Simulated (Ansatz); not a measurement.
This geometry of CH$_{2}$SeSi (5 atoms, charge 0, multiplicity 1) is a first-order saddle point.

Method: Ansatz, UKS PBE-D4/def2-SVP.

```xyz
5
Properties=species:S:1:pos:R:3
C -0.231 -0.898 1.026
Si -0.011 0.521 -0.081
Se 1.678 -0.923 -0.008
H -1.137 -0.610 -0.376
H -0.299 1.910 -0.561
```

Task: Which two structures does it join? (They come from a converged band through this point; their orientation in space is the band's.)

Result: Bonds broken: C1–H4. Bonds formed: Si2–H4.

Initial state:

```xyz
5
Properties=species:S:1:pos:R:3
C -0.333 -0.583 0.051
Si 0.253 0.816 -1.017
Se 1.377 -0.926 0.538
H -1.199 -1.188 0.379
H -0.098 1.882 0.048
```

Final state:

```xyz
5
Properties=species:S:1:pos:R:3
C 0.404 -0.522 1.472
Si -0.356 0.233 -0.139
Se 1.588 -0.930 0.055
H -1.439 -0.463 -0.904
H -0.196 1.682 -0.483
```

Task: How far does it lie above each of them?

Result: 2.82 eV above the first and 1.69 eV above the second. This is the barrier of this one path; another mechanism may lie lower. The orbitals were unrestricted but ended closed-shell.

The run took 9.9 min on 2 threads of AMD EPYC (Zen 3), with other jobs on the host, peak memory 0.17 GiB.
